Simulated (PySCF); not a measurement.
A geometry optimisation on `[SiH3]SC[SiH2][SeH]`.

Method: PBE0-D3(BJ)/def2-SVP geometry optimisation, gas phase (PySCF 2.14.0). Start geometry: GFN2-xTB. A driver script takes a list of jobs; this job's settings line and coordinates (Å) are shown.

Command:
```bash
OMP_NUM_THREADS=1 python probes_run.py task.json out
```

Input:
```
{"job": {"xc": "PBE0", "basis": "def2-SVP", "d3": "d3bj", "grid": 1, "shake": 0.01, "kind": "geom"}, "charge": 0, "multiplicity": 1}
Si     2.758120     0.279410     0.257680
S      1.139420    -1.081680    -0.138620
C     -0.299250     0.066330    -0.122450
Si    -1.825240    -0.982210    -0.165880
Se    -3.633400     0.457300    -0.016470
H      2.418550     0.972840     1.512360
H      2.773410     1.274610    -0.834630
H      3.928400    -0.534500     0.307930
H     -0.221630     0.674350     0.811970
H     -0.198110     0.725280    -0.966630
H     -1.947870    -1.856780     1.013900
H     -1.949060    -1.704400    -1.421150
H     -2.937520     1.692570    -0.248350
```

**Question.** Give the output.

**Answer.** 
```
step   0  E = -3420.34122016  max force = 0.032297
step   1  E = -3420.34864554  max force = 0.007127
step   2  E = -3420.34936076  max force = 0.003195
step   3  E = -3420.34967969  max force = 0.002112
step   4  E = -3420.35024972  max force = 0.005993
step   5  E = -3420.35079431  max force = 0.010053
step   6  E = -3420.35129584  max force = 0.007132
step   7  E = -3420.35171877  max force = 0.000642
step   8  E = -3420.35171941  max force = 0.000407
optimisation converged
```

Energies in Eh; «max force» is the largest Cartesian gradient component in Eh/bohr.

**Question.** Give the first gradient maximum in eV/Å.

**Answer.** With 1 Eh/bohr = 51.422 eV/Å, 1.661 eV/Å.

**Question.** How much energy does the optimisation release, in kJ/mol?

**Answer.** E(step 0) − E(last step) = 0.010499 Eh, which is 27.6 kJ/mol.

Summary of the converged run: final energy -3420.35172 Eh after 8 steps; dipole 1.51 D.

Time: 2.3 min; peak memory 0.58 GiB. Hardware: Arm Neoverse N1, one thread, shared host.
Labels such as C1 count atoms from 1, the log's own numbers from 0.
